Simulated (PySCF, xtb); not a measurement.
GaF2I, SMILES [F][Ga]([F])[I].

GFN2-xTB (xtb) at its own geometry gives an orbital gap of 3.52 eV and a dipole moment of 0.85 D.

Geometry optimised at B3LYP-D3(BJ)/def2-SVP. The def2 effective core potentials stand for the cores of I; spin–orbit coupling is left out.

What does PySCF with CAM-B3LYP/def2-TZVPD give? (An estimate is asked for; the answer gives what the named calculation found.)

gap 8.22 eV (levels -9.88 and -1.66 eV), dipole 2.21 D.
